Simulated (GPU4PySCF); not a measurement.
3-hexylthiophene (C10H16S), SMILES c1(CCCCCC)cscc1.

Coordinates come from a PBE0-D3(BJ)/def2-TZVP optimisation. Other conformers were not sampled.

Level of theory: SMD-B3LYP/6-31G* (GPU4PySCF).

Solvation free energies are E(SMD) − E(gas) at the gas-phase geometry, for 1 M in both phases. In vacuum the dipole moment is 0.97 D.

Problem. Rank water, dichloromethane, tetrahydrofuran, 1-octanol by solvation free energy, most negative first.

Solution. dichloromethane (-8.0 kcal/mol), tetrahydrofuran (-6.4 kcal/mol), 1-octanol (-5.7 kcal/mol), water (0.7 kcal/mol)
